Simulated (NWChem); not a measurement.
# C$_{2}$H$_{3}$BO$_{2}$; SMILES OB(C#C)O

```xyz
8

B      0.0000     0.0000    -0.5062
C      0.0000     0.0000     1.0456
C      0.0000     0.0000     2.2623
H      0.0000     0.0000     3.3380
O      0.0000     1.1580    -1.2107
H      0.0000     1.9323    -0.6416
O      0.0000    -1.1580    -1.2107
H      0.0000    -1.9323    -0.6416
```
Atoms are numbered in this order, from 1.

All runs: NWChem. Pople sets run with spherical d functions. Medium grid unless said otherwise, to which SCAN and Minnesota functionals are sensitive. Structure relaxed at the PBE0/def2-SVP level. B3LYP is NWChem's, with the RPA form of VWN correlation.

Problem. Order these by “highest occupied level (eV)”, lowest first: KT2/6-31G*; B3LYP/6-31G*; M06-L/6-31G*; MN15/6-31G*; PBE0/6-31G*.

Solution. MN15/6-31G* (-8.75), PBE0/6-31G* (-8.09), B3LYP/6-31G* (-7.74), M06-L/6-31G* (-6.99), KT2/6-31G* (-6.71)
